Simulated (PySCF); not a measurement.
Geometry (Å), atoms numbered from 1 in this order:
```xyz
12

N    -1.9301   -2.2607    0.5425
C    -1.6945   -1.1435    0.3420
C    -1.2964    0.2234    0.0837
Si    0.4626    0.2756   -0.6484
N     1.4137   -0.7196    0.3792
S     1.2344    2.2700   -0.6649
H    -1.3099    0.7971    1.0243
H    -1.9985    0.7049   -0.6149
H     0.3658   -0.0750   -2.0968
H     2.4132   -0.7990    0.2280
H     1.0196   -1.5947    0.7141
H     1.3889    2.3167    0.6776
```

Geometry: PBE0-D3(BJ)/def2-SVP; GIAO absolute shieldings from PySCF 2.14, gas phase, non-relativistic, averaged over equivalent atoms.

At PBE0/def2-SVP (122 basis functions, 13 s wall time on 1 thread of an Arm Neoverse V1, shared host):
```
  atoms  σ (ppm)
     N1     -6.9
     N5    248.7
     C2     82.0
     C3    187.6
    Si4    420.1
     S6    747.9
     H9    25.83
     H7    30.01
     H8    30.06
H10/H11    30.57
    H12    31.13
```

Estimate the result of repeating the calculation with OPBE/pcSseg-1.

## Answers


```tsv
atoms	σ at OPBE/pcSseg-1	change
N1	-22.2	-15.3
N5	238.8	-9.9
C2	71.5	-10.5
C3	176.2	-11.4
Si4	369.7	-50.4
S6	702.4	-45.5
H9	25.69	-0.14
H7	29.55	-0.46
H8	29.58	-0.48
H10/H11	30.24	-0.33
H12	30.60	-0.53
```

The largest change is at Si4 (silicon bonded to C, N, S, H). Cost: 146 basis functions, 19 s wall time on 1 thread of an Arm Neoverse V1, shared host.
